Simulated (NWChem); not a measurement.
System: CH4F2OSi; SMILES O[Si@@H](F)CF

The following NWChem deck was run.

```
start job
memory heap 200 mb stack 900 mb global 1100 mb
geometry units angstroms noautoz
  O      1.596178     0.377833     0.426382
  Si    -0.037188     0.576820     0.354380
  F     -0.459753     1.686023    -0.738423
  C     -0.744674    -1.094475    -0.205892
  F      0.231378    -1.653843    -1.063507
  H      1.908149    -0.295367    -0.199988
  H     -0.523651     1.040466     1.670351
  H     -0.896156    -1.789092     0.630776
  H     -1.686645    -1.021590    -0.761876
end
basis spherical
  * library def2-tzvp
end
dft
  xc xctpssh
  iterations 150
  semidirect filesize 400000000
  mulliken
end
task dft energy
```

Coordinates come from a B3LYP/6-31G* (spherical d) optimisation.

### Question
What results follow from this input? (TPSSh/def2-TZVP.) Quantities: energy (Ha); highest occupied level (eV); orbital gap (eV); dipole (D).

### Answer
```
Quantity                      Result
---------------------------  -------
energy (Ha)                  -605.18
highest occupied level (eV)    -8.16
orbital gap (eV)                7.84
dipole (D)                      1.96
```
